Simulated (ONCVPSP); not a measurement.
Which change was made? (Tb, ONCV)

| Quantity | Value |
| --- | --- |
| Element | Tb |
| Generator | ONCVPSP 4.0.1 |
| Type | optimised norm-conserving Vanderbilt (ONCV) |
| Functional | PW91 |
| Relativity | non-relativistic |
| Frozen core | [Kr] 4d10 |
| Valence charge | 19 |
| Reference configuration | 4f9 5s2 5p6 6s2 |
| Partial waves | 5s+6s: rc 2.55 bohr, ncon 5, nbas 9, qcut 5.3 1/bohr, 2 projectors; 5p: rc 2.55 bohr, ncon 4, nbas 9, qcut 6.3 1/bohr, 3 projectors, debl 3.8 Ha; d scattering state at 0.08 Ha: rc 2.55 bohr, ncon 3, nbas 6, qcut 3.8 1/bohr, 2 projectors, debl 1.9 Ha; 4f: rc 1.00 bohr, ncon 4, nbas 8, qcut 16 1/bohr, 2 projectors, debl 1.5 Ha |
| Local potential | polynomial inside 0.70 bohr (lpopt 5, dvloc0 4 Ha) |
| Core correction | polynomial model core, fcfact 0.35 |

In the d channel the program set the typed energies aside and used 0.050, 1.950 Ha.

Cutoffs, loose and tight: the cutoffs (Ha) at which the residual kinetic energy of the hardest occupied pseudo-wave falls to 1 and 0.1 mHa per electron. They do not see the model core or the augmentation charge, which bear on the density cutoff. Test errors are all-electron minus pseudo excitation energies from the reference, over the configurations 4f9 5s2 5p6 6s1; 4f9 5s2 5p6 6s0; 4f8 5s2 5p6 6s0; 4f7 5s2 5p6 6s0; variants that change the core or the reference have their own tests.

The base gives: outcome: generated, projector energies reset by the program; cutoff, loose: 116 Ha; cutoff, tight: 128 Ha; bound ghosts: s, d, p; GHOST(+) flags above zero: s; largest test error (meV): tests left out (the all-electron energies of this program are off by 10 to 40 meV for near-neutral 4f atoms).

Question: After one change the result is: outcome: generated, projector energies reset by the program; cutoff, loose: 136 Ha; cutoff, tight: 149 Ha; bound ghosts: s, p; GHOST(+) flags above zero: d; largest test error (meV): tests left out (the all-electron energies of this program are off by 10 to 40 meV for near-neutral 4f atoms). Which change was it?
A. all radii but the core radius scaled by about 1.34 (s 3.42, p 3.42, d 3.42, f 1.34 bohr); local potential polynomial inside 0.94 bohr (lpopt 5, dvloc0 4 Ha)
B. s: qcut 6.1; p: qcut 7.3; d: qcut 4.4; f: qcut 18.5
C. local potential polynomial inside 0.70 bohr (lpopt 5, dvloc0 8 Ha)

Answer: B. The others give: all radii but the core radius scaled by about 1.34 (s 3.42, p 3.42, d 3.42, f 1.34 bohr); local potential polynomial inside 0.94 bohr (lpopt 5, dvloc0 4 Ha) → outcome: generated, projector energies reset by the program; cutoff, loose: 92 Ha; cutoff, tight: 102 Ha; bound ghosts: s; GHOST(+) flags above zero: p, d; largest test error (meV): tests left out (the all-electron energies of this program are off by 10 to 40 meV for near-neutral 4f atoms) | local potential polynomial inside 0.70 bohr (lpopt 5, dvloc0 8 Ha) → outcome: generated, projector energies reset by the program; cutoff, loose: 116 Ha; cutoff, tight: 128 Ha; bound ghosts: s, d; GHOST(+) flags above zero: p; largest test error (meV): tests left out (the all-electron energies of this program are off by 10 to 40 meV for near-neutral 4f atoms).
